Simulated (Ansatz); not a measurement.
C2H5Be, charge +1, singlet, at a GFN2-xTB geometry (such geometries of metal compounds can be far from the true shape). Base run: B3LYP/cc-pVDZ (Ansatz, an electronic-structure program).

Ansatz was given this input:
Ansatz 0.2 input:
```yaml
crystal:
  periodic: [false, false, false]
  atoms:
    - {symbol: Be, position_ang: [1.25243836, 1.07828560, 1.02738118]}
    - {symbol: C, position_ang: [0.44372619, -0.09425701, 0.15906099]}
    - {symbol: C, position_ang: [-0.93021458, -0.25516904, -0.52826233]}
    - {symbol: H, position_ang: [0.51535554, -0.96760241, 0.85150017]}
    - {symbol: H, position_ang: [1.18714206, -0.32507853, -0.64180680]}
    - {symbol: H, position_ang: [-1.06928763, 0.48214219, -1.31003639]}
    - {symbol: H, position_ang: [-1.74137440, -0.16066887, 0.18393799]}
    - {symbol: H, position_ang: [-0.98265868, -1.24537850, -0.97791166]}
basis:
  gaussian:
    orbitals: cc-pVDZ
hamiltonian:
  xc: b3lyp
total_charge: 1
```

The bond that is stretched is that between atoms 7 and 3. A test that says stable can miss a lower solution.

Each row names what was changed in the base input (with any setting that the change needs).

| change | ΔE vs base (mEh) | <S^2> | stability test says |
|---|---|---|---|
| base | 0.000 | 0.000 | minimum (restricted orbitals) |
| spin_polarized = on; lower_state_search = off | 0.000 | 0.000 | undecided (no full test) |
| spin_polarized = on; lower_state_search = standard | 0.000 | 0.000 | minimum |
| bond × 1.25 | 25.144 | 0.000 | minimum (restricted orbitals) |
| spin_polarized = on; lower_state_search = off; bond × 1.25 | 25.144 | 0.000 | undecided (no full test) |
| spin_polarized = on; lower_state_search = standard; bond × 1.25 | 25.144 | 0.000 | minimum |
| bond × 1.5 | 71.238 | 0.000 | minimum (restricted orbitals) |
| spin_polarized = on; lower_state_search = off; bond × 1.5 | 71.238 | 0.000 | undecided (no full test) |
| spin_polarized = on; lower_state_search = standard; bond × 1.5 | 71.238 | 0.000 | minimum |
| bond × 1.8 | 122.7 | 0.000 | minimum (restricted orbitals) |
| spin_polarized = on; lower_state_search = off; bond × 1.8 | 122.7 | 0.000 | undecided (no full test) |
| spin_polarized = on; lower_state_search = standard; bond × 1.8 | 122.7 | 0.000 | minimum |
| bond × 2.2 | 173.7 | 0.000 | minimum (restricted orbitals) |
| spin_polarized = on; lower_state_search = off; bond × 2.2 | 173.7 | 0.000 | undecided (no full test) |
| spin_polarized = on; lower_state_search = standard; bond × 2.2 | 161.1 | 0.687 | minimum |
| bond × 3.0 | 226.1 | 0.000 | minimum (restricted orbitals) |
| spin_polarized = on; lower_state_search = off; bond × 3.0 | 226.1 | 0.000 | undecided (no full test) |
| spin_polarized = on; lower_state_search = standard; bond × 3.0 | 176.8 | 0.996 | minimum |

Where a bond breaks into two radicals, a solution with restricted orbitals usually stops being the lowest and lies too high; an unrestricted one lies lower at the price of spin contamination, which <S^2> shows.
